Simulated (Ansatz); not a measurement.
Ansatz (an electronic-structure program) input (RPA@PBE/cc-pVQZ):

Ansatz 0.2 input:
```yaml
crystal:
  periodic: [false, false, false]
  atoms:
    - {symbol: C, position_ang: [-1.91608611, 0.12897384, -0.02406549]}
    - {symbol: C, position_ang: [-0.50380251, 0.39037886, 0.45132899]}
    - {symbol: C, position_ang: [0.44953672, -0.23011568, -0.25094355]}
    - {symbol: C, position_ang: [1.93122570, -0.12686495, 0.02827151]}
    - {symbol: H, position_ang: [-1.99758564, -0.55324551, -0.90801092]}
    - {symbol: H, position_ang: [-2.42411750, 1.06593423, -0.29487500]}
    - {symbol: H, position_ang: [-2.53012608, -0.30912531, 0.77615479]}
    - {symbol: H, position_ang: [0.21165144, -0.88898661, -1.12039148]}
    - {symbol: H, position_ang: [2.08760298, 0.53074106, 0.88802795]}
    - {symbol: H, position_ang: [2.49710396, 0.28338008, -0.82412359]}
    - {symbol: H, position_ang: [2.39022800, -1.10293036, 0.25566948]}
basis:
  gaussian:
    orbitals: cc-pVQZ
hamiltonian:
  xc: pbe
total_charge: -1
magnetization: {spin_polarized: false}
correlation: {method: rpa, electrons: outside_noble_gas}
```

End of the output:

```
integrals: 2.60 GiB planned
2486 factors; integrals over basis functions are off by at most 1.2e-3 eV
mean field: 4.13 GiB planned
mean field evaluation 1: about -4245.6967 eV, gradient 6.2e1 eV
mean field evaluation 2: about -4245.6939 eV, gradient 6.2e1 eV
mean field evaluation 4: about -4251.5530 eV, gradient 4.1e1 eV
mean field evaluation 8: about -4256.0067 eV, gradient 3.2e-1 eV
mean field evaluation 16: about -4256.0071 eV, gradient 3.4e-4 eV
mean field evaluation 32: about -4235.4810 eV, gradient 5.7e1 eV
mean field -4256.00706857 eV, -156.4053749449 hartree, gradient 2.7e-6 eV, S^2 0.000000; 1 other end points of the search recorded, 0 dependent functions left out
4 core orbitals not correlated
reference -4230.20035442 eV, -155.4569956921 hartree; 12, 12 occupied and 414, 414 virtual orbitals, 2486 factors
Total energy: -4264.20670044 eV, -156.7067058579 hartree
```

It need not be the lowest isomer of its formula. Whether it binds its extra electron was not tested at this geometry.
